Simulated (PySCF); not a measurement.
## Trend along group 14: MF anions

PBE0 with triple-zeta basis sets in PySCF, for the lowest determinant that a PBE0 search found; no spin–orbit coupling. De refers to high-spin ground-configuration atoms (the charge goes to the atom of lower measured ionisation energy or higher electron affinity, which is not always the lowest computed limit). A positive dipole points towards F; it is taken about the centre of mass and depends on that origin.

| M | basis | charged atom | state (unpaired electrons) | Re (Å) | ωe (cm⁻¹) | De (eV) | μ (D) |
| --- | --- | --- | --- | --- | --- | --- | --- |
| C | def2-TZVPPD | F− | triplet (π ↑↑) | 1.434 | 824 | 2.99 | 3.35 |
| Ge | def2-TZVPPD | F− | triplet (π ↑↑) | 1.863 | 497 | 2.91 | -0.38 |
| Sn | def2-TZVPPD | F− | triplet (π ↑↑) | 2.041 | 451 | 2.85 | -1.51 |

Task: The row for M = Si is missing. Estimate Re, ωe and De as the mean of the rows for C and Ge, and compare with the calculation.

Result: The means are 1.648 Å, 660 cm⁻¹ and 2.95 eV. PBE0 in def2-TZVPPD gives SiF⁻ as a triplet (π ↑↑) with Re = 1.703 Å, ωe = 651 cm⁻¹, De = 3.53 eV, so the estimate is off by -5.4 pm, +1 % and -0.58 eV.

Spin–orbit coupling is left out, which matters for elements this heavy, above all for dissociation energies. For an ion De counts to the pair picked by the measured ionisation energies or electron affinities, which need not be the lowest pair at this level. The highest Kohn–Sham level is positive in some of these anions. Much of that is self-interaction error, but it also means that the finite basis helps to hold the extra electron. States were picked by a PBE0 search and need not be the measured ground states.
